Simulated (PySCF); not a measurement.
Computed shifts of a molecule CH6O2Si2, PBE/pcSseg-1 (PySCF), GIAO, gas phase, equivalent atoms averaged, in ppm (number of nuclei): ¹³C: 250.5 (1). ²⁹Si: -35.2 (1), -57.2 (1). ¹H: 12.71 (1), 5.63 (3), 5.08 (2). References: ¹⁷O against H2O (σ = 334.3 ppm); ¹³C against TMS (σ = 182.0 ppm); ²⁹Si against TMS (σ = 335.4 ppm); ¹H against TMS (σ = 31.49 ppm), references at their B3LYP-D3(BJ)/def2-TZVP geometries, non-relativistic. Geometry optimised at B3LYP-D3(BJ)/def2-SVP. Other conformers were not sampled.

**Question.** Identify the compound among the candidates.
A. C1O[SiH2][SiH2]O1
B. O=C[SiH2]O[SiH3]
C. O[Si@@H]1C[SiH2]O1
D. [SiH3]C1O[SiH2]O1

**Answer.** B, O=C[SiH2]O[SiH3]
